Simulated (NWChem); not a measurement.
System meant: BH3Se2; SMILES [SeH]B[SeH]

Here is an NWChem input.

```
start job
memory heap 200 mb stack 900 mb global 1100 mb
geometry units angstroms noautoz
  B      0.000000     0.000000    -0.818506
  H      0.000000     0.000000    -2.020081
  Se    -1.663028     0.000000     0.152110
  H     -2.512406     0.000000    -1.048165
  Se     1.663028     0.000000     0.152110
  H      2.512406     0.000000    -1.048165
end
basis spherical
  B library def2-svp
  H library def2-svp
  Se library def2-svp
end
dft
  xc xpbe96 cpbe96
  iterations 4
  mulliken
end
task dft energy
```

End of the output:

```
    Atom       Charge   Shell Charges
 -----------   ------   -------------------------------------------------------
    1 B    5     5.45   1.97  0.59  0.31  1.44  1.00  0.13
    2 H    1     1.03   0.64  0.35  0.04
    3 Se  34    33.77   2.00  2.00  1.95  1.05  0.59  5.99  5.80  2.05  2.26  7.82  2.04  0.23
    4 H    1     0.99   0.60  0.33  0.06
    5 Se  34    33.77   2.00  2.00  1.95  1.05  0.59  5.99  5.80  2.05  2.26  7.82  2.04  0.23
    6 H    1     0.99   0.60  0.33  0.06

 center of mass
 --------------
 x =   0.00000000 y =   0.00000000 z =   0.06620812

 moments of inertia (a.u.)
 ------------------
          59.529670835428           0.000000000000          -0.000000000000
           0.000000000000        1663.815531084723           0.000000000000
          -0.000000000000           0.000000000000        1604.285860249295

     Multipole analysis of the density
     ---------------------------------

     L   x y z        total         alpha         beta         nuclear
     -   - - -        -----         -----         ----         -------
     0   0 0 0     -0.000000    -38.000000    -38.000000     76.000000

     1   1 0 0     -0.000000     -0.000000     -0.000000     -0.000000
     1   0 1 0     -0.000000     -0.000000     -0.000000      0.000000
     1   0 0 1     -0.293858     -0.146929     -0.146929     -0.000000

     2   2 0 0    -29.463523   -373.069125   -373.069125    716.674728
     2   1 1 0      0.000000      0.000000      0.000000      0.000000
     2   1 0 1     -0.000000     -0.000000     -0.000000      0.000000
     2   0 2 0    -34.446368    -17.223184    -17.223184      0.000000
     2   0 1 1      0.000000      0.000000      0.000000      0.000000
     2   0 0 2    -31.826766    -35.806324    -35.806324     39.785882

 ------------------------------------------------------------------------
 dft energy failed                                                                                  0
 ------------------------------------------------------------------------
 ------------------------------------------------------------------------
  current input line :
    21: task dft energy
 ------------------------------------------------------------------------
 ------------------------------------------------------------------------
 This type of error is most commonly associated with calculations not reaching convergence criteria
 ------------------------------------------------------------------------
 For more information see the NWChem manual at https://nwchemgit.github.io

0:dft energy failed:Received an Error in Communication
```

Task: Can this run be used? If not, why, and what is the fix?

Result: The run did not converge; its last values are not results. Cause: the SCF was allowed too few iterations. This input runs:
```
start job
memory heap 200 mb stack 900 mb global 1100 mb
geometry units angstroms noautoz
  B      0.000000     0.000000    -0.818506
  H      0.000000     0.000000    -2.020081
  Se    -1.663028     0.000000     0.152110
  H     -2.512406     0.000000    -1.048165
  Se     1.663028     0.000000     0.152110
  H      2.512406     0.000000    -1.048165
end
basis spherical
  B library def2-svp
  H library def2-svp
  Se library def2-svp
end
dft
  xc xpbe96 cpbe96
  iterations 150
  mulliken
end
task dft energy
```
It converges to -4828.42626 Ha (PBE/def2-SVP).
